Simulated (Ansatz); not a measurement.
Reaction (ligand exchange at the In–O bond): `C[O][In]([Cl])[Cl]` + `CC(C)N` → `CC(C)[NH][In]([Cl])[Cl]` + CH₃OH

Isolated molecules relaxed with PBE0-D4/def2-TZVP in Ansatz; ΔE leaves out vibrations. CCSD(T)/CBS is the MP2 limit (def2-TZVPP, def2-QZVPP) plus CCSD(T) − MP2 in def2-TZVPP, frozen cores. This one scheme is used for every species. Functionals use def2-TZVPP. HSE06 is defined as in plane-wave codes. def2 core potentials past Kr. For In outer-core shells are correlated without core-valence functions, which leaves a few kJ/mol of doubt a bond. One conformer a species, not always the lowest.

CCSD(T)/CBS gives -0.4 kJ/mol.

**Question.** Another level gave +8.7 kJ/mol. Which?
A. MP2/def2-TZVPP
B. PBE/def2-TZVPP
C. HSE06-D4/def2-TZVPP
D. BLYP/def2-TZVPP

**Answer.** B. PBE 8.7, HSE06-D4 0.7, BLYP 16.1, MP2/def2-TZVPP -4.2 kJ/mol.

Largest T1 diagnostic among the species: 0.015.

At CCSD(T), def2-SVP lies +3.6 kJ/mol from the extrapolated value and def2-TZVPP +0.1 kJ/mol. In def2-TZVPP, CCSD(T) changes the Hartree–Fock value by −17.5 kJ/mol (the triples alone add −2.0 kJ/mol) and MP2 by −21.3 kJ/mol.
